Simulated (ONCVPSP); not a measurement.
What one change does to a pseudopotential (indium, ONCV)

In (Z = 49), optimised norm-conserving Vanderbilt (ONCV), made with ONCVPSP 4.0.1 (PBEsol, scalar-relativistic). Core [Kr] 4d10, reference 5s1 (charge +2). Waves: 5s: rc 1.95 bohr, ncon 4, nbas 7, qcut 2.9 1/bohr, 2 projectors, debl 2.8 Ha; p scattering state at 0.12 Ha: rc 1.95 bohr, ncon 4, nbas 8, qcut 3.3 1/bohr, local. Local part: the p channel. Core correction: Teter function, fcfact 5.5, rcfact 1.25.

In the p channel the program set the typed energies aside and used 0.050 Ha.

All-electron outer shells of the reference configuration (PBEsol, scalar-relativistic, ld1.x):

```json
{"shell": "4d", "level (eV)": "-36.53", "outermost node (bohr)": "0.40", "outermost maximum (bohr)": "0.94"}
{"shell": "5s", "level (eV)": "-23.68", "outermost node (bohr)": "1.02", "outermost maximum (bohr)": "2.03"}
```

Change: p: rc 1.72.

Cutoffs: the cutoffs (Ha) at which the residual kinetic energy of the hardest occupied pseudo-wave falls to 1 and 0.1 mHa per electron; they do not see the model core or the augmentation charge, which bear on the density cutoff. Errors are all-electron minus pseudo energies relative to the spin-unpolarised reference configuration.

Q: What does the change do?

A: The potential gets neither clearly harder nor softer (10 Ha and 23 Ha → 10 Ha and 23 Ha); of the 4 tests that both files solve, the error grows in 1 and shrinks in 2 by more than 15 % and 0.3 meV (median size 36.5 → 30.7 meV); neither file shows a bound ghost.

| quantity | base | changed |
| --- | --- | --- |
| cutoff, loose | 10 Ha | 10 Ha |
| cutoff, tight | 23 Ha | 23 Ha |
| bound ghosts | none | none |
| GHOST(+) flags under 300 eV | s at 134.2 eV | s at 134.4 eV |
| error for 5s2 5p1, meV [ΔE -24.64 eV] | -29 | -8.8 |
| error for 5s2, meV [ΔE -19.28 eV] | -42 | -42 |
| error for 5s2 5p0.5, meV [ΔE -22.70 eV] | -31 | -19 |
| error for 5s1 5p2, meV [ΔE -18.76 eV] | +110 | +153 |
| s: phases at 1.98 bohr within 0.05 rad from the reference energy up to (Ha; the scan ends near 5) | 3.6 | 3.5 |
| rms error of d²Exc/dni dnj with the model core, mHa | 16.09 | 16.09 |
